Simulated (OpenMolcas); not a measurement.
# 3d⁶ along the 24-electron sequence

| Item | Value |
| --- | --- |
| Program | OpenMolcas 26.06 |
| Method | XMS-CASPT2, IPEA 0.25 Eh, imaginary shift 0.1 Eh |
| Basis | ANO-RCC-VTZP |
| Scalar Hamiltonian | DKH2, point nucleus |
| Spin-orbit coupling | RASSI with atomic mean-field integrals over the reference wave functions, term energies averaged over their components |

Active space for each ion: 6 electrons in 5 orbitals (3d); closed shells correlated by CASPT2: 3s 3p.

Computed levels in cm-1 above ⁵D₄:

```json
{"Level": "⁵D₃", "Fe2+": "437", "Co3+": "657", "Cu5+": "1146"}
{"Level": "⁵D₂", "Fe2+": "745", "Co3+": "1111", "Cu5+": "1915"}
{"Level": "⁵D₁", "Fe2+": "943", "Co3+": "1401", "Cu5+": "2400"}
{"Level": "⁵D₀", "Fe2+": "1041", "Co3+": "1544", "Cu5+": "2640"}
{"Level": "³P₂(1)", "Fe2+": "20570", "Co3+": "23550", "Cu5+": "30290"}
{"Level": "³H₆", "Fe2+": "21360", "Co3+": "24630", "Cu5+": "31850"}
{"Level": "³H₅", "Fe2+": "21570", "Co3+": "24940", "Cu5+": "32330"}
{"Level": "³H₄", "Fe2+": "21730", "Co3+": "25150", "Cu5+": "32540"}
{"Level": "³P₁(1)", "Fe2+": "21840", "Co3+": "25450", "Cu5+": "33620"}
{"Level": "weight of ⁵D in the lowest level (%)", "Fe2+": "100", "Co3+": "100", "Cu5+": "100"}
```

Measured, with the error of the calculation in %. Measured levels: Fe2+ from Corliss and Sugar, J. Phys. Chem. Ref. Data 11, 135 (1982); Co3+ from Sugar and Corliss, J. Phys. Chem. Ref. Data 10, 1097 (1981); Cu5+ from Sugar and Musgrove, J. Phys. Chem. Ref. Data 19, 527 (1990).

```csv
Level,Fe2+,Co3+,Cu5+
⁵D₃,436 (+0.1),639 (+2.7),1196 (-4.1)
⁵D₂,739 (+0.8),1078 (+3.1),1987 (-3.6)
⁵D₁,932 (+1.2),,2490 (-3.4)
⁵D₀,1027 (+1.3),1494 (+3.4),2733 (-3.3)
³P₂(1),19405 (+6.0),22883 (+2.9),29285 (+3.4)
³H₆,20051 (+6.5),23680 (+4.0),30418 (+4.7)
³H₅,20301 (+6.3),24032 (+3.8),31009 (+4.3)
³H₄,20482 (+6.1),24272 (+3.6),31288 (+4.0)
³P₁(1),20688 (+5.6),24729 (+2.9),32685 (+2.9)
```

The fine-structure level ⁵D₀ changes by a factor of 2.54 from Fe2+ to Cu5+. Its fourth root runs 5.68, 6.27, 7.17, with steps per unit of Z of 0.59, 0.45; equal steps would mean a (Z - σ)^4 law with constant σ.

³P₂(1) changes by a factor of 1.47 over the same range, with steps per unit of Z of +2980, +3370 cm-1.

CASPT2 breaks the degeneracy within a term, and the mean is taken; among the terms shown or strongly mixed into the levels shown the widest spread is 810 cm-1 (3d⁶ ³F(1), Co3+). The CASPT2 spread within a term exceeds the gap to the next term for 3d⁶ ³P(1) and 3d⁶ ³H, so the order of their levels is uncertain. Measured partners are found by configuration, term and J. A level has none where our copy of the source lacks it or the pairing is in doubt (some pairs that miss far off the trend of their configuration count as doubtful), and it then counts in no deviation. Only configurations of the active space appear.

A number in round brackets counts repeated terms of one configuration in the order of the reference energies.
